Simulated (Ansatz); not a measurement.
The cluster Ba₂S₂ (the lowest singlet isomer of a short search) was relaxed with r2SCAN-D4 (def2-SVP) in Ansatz in these states: neutral quintet, neutral singlet, neutral triplet. The geometries follow in no particular order.

In the def2 sets Ba takes a core potential; there is no spin–orbit coupling.

A:

```xyz
4

Ba   -1.150    0.725    1.489
Ba    1.152   -0.737   -1.482
S    -1.581   -0.775   -0.844
S     1.579    0.787    0.836
```

B:

Cartesian coordinates in Å:
```
Ba 1.541 -1.204 -0.841
Ba -1.330 0.323 1.631
S 1.007 1.358 0.330
S -1.218 -0.477 -1.120
```

C:

| atom | x (Å) | y (Å) | z (Å) |
| --- | --- | --- | --- |
| Ba1 | 0.221 | -0.834 | -2.128 |
| Ba2 | -0.237 | 0.833 | 2.126 |
| S3 | 0.038 | -1.927 | 0.759 |
| S4 | -0.021 | 1.928 | -0.757 |

Task: Judge from the bond lengths which geometry belongs to which state (an estimate).

Result: A is the neutral singlet (Ba1–Ba2 4.033 Å, Ba2–S4 2.807 Å, Ba1–S3 2.807 Å); B is the neutral triplet (Ba1–Ba2 4.085 Å, Ba2–S4 2.867 Å, Ba1–S3 2.867 Å); C is the neutral quintet (Ba1–Ba2 4.592 Å, Ba2–S4 3.093 Å, Ba1–S3 3.093 Å).

At PBE0-D4/def2-TZVP a singlet lies 2.18 eV below the neutral triplet. At PBE0-D4/def2-TZVP a singlet lies 5.15 eV below the neutral quintet. These are the stationary points nearest to one start from a short search; other shapes may lie lower in each state.
